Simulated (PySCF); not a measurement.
**Spectroscopy problems**

One conformer, in vacuum, rapidly exchanging positions averaged, relativity neglected. Shieldings: GIAO PBE0/pcSseg-1; geometry: GFN2-xTB; PySCF 2.14.

Chemical shifts δ = σref − σ; TMS for 1H and 13C, all at this level. Where no couplings were computed, multiplicities follow the n + 1 count of equivalent neighbours, and m marks all less simple cases (inequivalent or close neighbours, rings, F or P nearby). Shifts are as computed. Against solution values, carbons near 30 ppm lie about +3 ppm off and those near 130 ppm about +5 ppm. Of 1211 compounds with measured shifts, 218 miss one by over three times the rms of a fit or turn the order of signals round; such compounds aren't used in these exercises.

Problem. C5H16N2Si. 1H NMR (400 MHz, computed): δ 4.81 (q, 1H), 2.55 (s, 12H), -0.04 (d, 3H). 13C{1H} NMR (computed): δ 38.9 (CH3), -3.6 (CH3). Identify the compound.

Solution. `InChI=1S/C5H16N2Si/c1-6(2)8(5)7(3)4/h8H,1-5H3`. The formula gives 0 degrees of unsaturation. 2 carbon signals for 5 carbons: some carbons are equivalent by symmetry or fast rotation. Carbon types of the structure: 5 × CH3, leaving 1 H on heteroatoms. δC 38.9: methyl carbon bonded to N; pulled downfield by the heteroatom. δC -3.6: methyl carbon bonded to Si; an electropositive neighbour leaves it electron-rich and shielded. δH 2.55: hydrogen on a methyl carbon bonded to N; its carbon carries N, which withdraws density. δH -0.04: hydrogen on a methyl carbon bonded to Si; an electropositive neighbour shields it, as in TMS itself.

The shifts were computed for this structure.

Problem. C7H12Si. 1H NMR (300 MHz, computed): δ 5.19 (m, 1H), 2.43 (q, 2H), 2.24 (m, 1H), 2.19 (m, 1H), 1.73 (m, 2H), 1.52 (m, 2H), 1.25 (t, 3H). 13C{1H} NMR (computed): δ 121.7 (C), 86.2 (C), 20.3 (CH2), 16.9 (CH2), 16.7 (CH2), 16.5 (CH3). Identify the compound.

Solution. `CCC#C[SiH]1CCC1`. Rings plus π bonds: 3 (1 ring in the answer). 6 carbon signals for 7 carbons: some carbons are equivalent by symmetry or fast rotation. Carbon types of the structure: 2 × C, 4 × CH2, 1 × CH3, leaving 1 H on heteroatoms. δC 121.7, 86.2: alkyne carbon. δC 20.3: sp3 CH2 in a ring; saturated and bonded to C and H only. δC 16.9: propargylic sp3 CH2; aliphatic region, no heteroatom directly attached. δC 16.5: methyl carbon; aliphatic region, no heteroatom directly attached.

The data come from this structure; uniqueness wasn't tested.
